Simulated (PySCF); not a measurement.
The second ionisation energy along the 4d series

All values are computed (PySCF 2.14, energy differences of UHF-based or UKS calculations, no spin-orbit coupling). Values in eV. The last column holds reference values (NIST; (s) semi-empirical, (t) theoretical, else measured). Unmarked ones compare directly (S terms, centres of terms, or small fine structure); those marked * lie between the lowest fine-structure levels and include a spin-orbit shift.

```tsv
element	configurations	UHF	MP2 (valence)	SCS-MP2 (valence)	reference
Zr (def2-SVP with the def2 core potential (28 electrons), ECP)	[Kr] 4d2 5s1 → [Kr] 4d2	12.300	12.469	12.356	13.13 *
Nb (def2-SVP with the def2 core potential (28 electrons), ECP)	[Kr] 4d4 → [Kr] 4d3	13.020	13.396	13.145	14.32 (s) *
Mo (def2-SVP with the def2 core potential (28 electrons), ECP)	[Kr] 4d5 → [Kr] 4d4	15.072	15.533	15.225	16.16 ± 0.12 (s) *
Tc (def2-SVP with the def2 core potential (28 electrons), ECP)	[Kr] 4d5 5s1 → [Kr] 4d5	14.277	14.665	14.406	15.26 (s)
Ru (def2-SVP with the def2 core potential (28 electrons), ECP)	[Kr] 4d7 → [Kr] 4d6	14.911	15.796	15.879	16.76 ± 0.06 (s) *
Rh (def2-SVP with the def2 core potential (28 electrons), ECP)	[Kr] 4d8 → [Kr] 4d7	16.266	17.260	17.256	18.08 (s) *
Pd (def2-SVP with the def2 core potential (28 electrons), ECP)	[Kr] 4d9 → [Kr] 4d8	17.497	18.695	18.598	19.43 ± 0.12 (s) *
Ag (def2-SVP with the def2 core potential (28 electrons), ECP)	[Kr] 4d10 → [Kr] 4d9	19.859	21.132	20.984	21.484 *
Cd (def2-SVP with the def2 core potential (28 electrons), ECP)	[Kr] 4d10 5s1 → [Kr] 4d10	15.588	16.298	16.185	16.908
```

"Valence" correlates the outer s and p shells and, in groups 3 to 12 and the f block, the outer d or f shell, open or full, or the next shell where the ion has no valence electron left; the wider scheme adds the next inner shell.
